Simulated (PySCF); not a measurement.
All values below come from PBE-D3(BJ)/def2-TZVP // r2SCAN-D4/def2-SVP (PySCF 2.14.0). Isolated molecules, 0 K electronic values unless said otherwise. One relaxed conformer stands for a flexible species; it need not be the lowest. 

Reference species: [Ta(F)2(OH)3] (neutral, multiplicity 1).

```
Property                Value
-------------------  --------
coordination number         5
HOMO                 -7.85 eV
HOMO–LUMO gap         5.60 eV
```

Changed species: [Ta(F)3(OH)2] (2 of 5 F replaced by OH; the reference has 3 of 5 F replaced by OH).

Predict the effect on the coordination number, HOMO and HOMO–LUMO gap.

the coordination number stays essentially unchanged; the HOMO drops by 0.58 eV, to -8.43 eV; the HOMO–LUMO gap goes up by 0.31 eV, to 5.91 eV.
